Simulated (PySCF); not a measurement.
C3BF2O2 (charge -1).
Numbering: `[O:1]=[c:2]1[c:3]([O-:4])[c:5]1[B:6]([F:7])[F:8]`

Method: PySCF, PBE0-D3(BJ)/def2-SVP geometry optimisation, gas phase.

Question: Give the optimised bond lengths and angles.

Answer: 
| bond | length (Å) |
| --- | --- |
| O1=C2, C3–O4 | 1.223 |
| C2–C3 | 1.469 |
| C5–B6 | 1.505 |
| B6–F7, B6–F8 | 1.344 |
| C2–C5, C3–C5 | 1.428 |

Bonds in one row agree within 0.01 Å and their mean is given. A selection of angles:
| angle | degrees |
| --- | --- |
| O1–C2–C3 | 153.7 |
| O1–C2–C5 | 147.3 |
| C3–C2–C5 | 59.1 |
| C3–C5–B6 | 149.2 |
| C2–C5–C3 | 61.9 |
| C5–B6–F7 | 123.5 |
| F7–B6–F8 | 112.9 |

Dihedral angles: C3–C5–B6–F7 178° (antiperiplanar).

The 8 heavy atoms lie in one plane (0.013 Å rms). The 3 C–C bonds span 1.428 Å (C2–C5, drawn aromatic) to 1.469 Å (C2–C3, drawn aromatic), a spread of 0.041 Å. The 3-membered ring C2–C3–C5 has internal angles of 59.0° to 61.9°. C2 (carbon bonded to 2 C and O) has angles 153.7°, 147.3° and 59.1°, sum 360.0°, 0.00 Å off the plane of its three neighbours. C5 (unsaturated ring carbon) is planar (angles 149.2°, 148.9° and 61.9°, sum 360.0°, 0.00 Å off the plane of its three neighbours). B6 (three-coordinate boron) is planar (angles 123.6°, 123.5° and 112.9°, sum 360.0°, 0.00 Å off the plane of its three neighbours).

Point group: C2v (every atom within 0.08 Å of its image). No frequency check. The geometry's basis has no diffuse functions, a weakness for an anion.
